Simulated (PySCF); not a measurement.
C4H8F2Si.
Structure used (GFN2-xTB), in Å, numbered top down from 1:
```xyz
15
C4H8F2Si angstrom
F      0.0529   -1.7702   -1.5029
C     -0.5816   -1.2341   -0.3853
C     -1.0885    0.1680   -0.7216
C      0.0702    1.1521   -0.5849
C      0.7175    0.9211    0.7814
F      1.9941    1.4630    0.8097
Si     0.7196   -0.9936    1.0182
H     -1.4090   -1.9185   -0.1780
H     -1.5020    0.1900   -1.7311
H     -1.8807    0.4264   -0.0161
H     -0.2647    2.1834   -0.7060
H      0.8162    0.9437   -1.3544
H      0.1655    1.4521    1.5661
H      1.9998   -1.5874    0.6610
H      0.1862   -1.3879    2.3219
```

Probes without a nucleus sit at each ring's centroid and 1 Å off its mean plane on both sides; NICS is minus the shielding there, NICSzz its component along the normal. Level: GIAO PBE0/pcSseg-1 (PySCF, non-relativistic, gas phase) on the GFN2-xTB geometry, one conformer.

Ring bond lengths (Å), with Mayer bond orders in brackets: C2–C3 1.528 (1.02), C3–C4 1.526 (1.01), C4–C5 1.529 (1.01), C5–Si7 1.929 (0.88), Si7–C2 1.929 (0.86).

Task: Give the NICS values of each ring in ppm.

Result: 
```csv
ring,type,NICS(0),"NICS(1), two faces","NICS(1)zz, two faces",rms pucker (Å),"centre to ring atoms, mean (Å)"
C2–C3–C4–C5–Si7,5-membered ring with Si; formal bonds all single,-3.5,-1.6 / -5.3,2.1 / -4.1,0.19,1.40
```

Task: What can be read from them?

Result: 
- C2–C3–C4–C5–Si7: mean NICS(1)zz -1.0 ppm, near zero. C2, C3, C4, C5, Si7 have four or more neighbours, and the NICS criterion for π rings isn't applied. The two faces differ by 6.2 ppm, so no symmetry operation interchanges them.

Task: At the second NICS(1) probe listed for ring C2–C3–C4–C5–Si7, 1 Å off the ring, how large is the induced field along the normal in 9.4 T applied along it?

Result: NICSzz × B0 = -4.1 ppm × 9.4 T = -39 μT, against the applied field.

Task: Give the inner angles of the rings and the Hirshfeld charges of the ring atoms.

Result: 
- C2–C3–C4–C5–Si7: C2 105.6° (-0.023 e), C3 108.7° (-0.077 e), C4 107.7° (-0.083 e), C5 105.1° (-0.023 e), Si7 91.9° (+0.337 e); sum 519.0° against 540° for a flat convex ring.
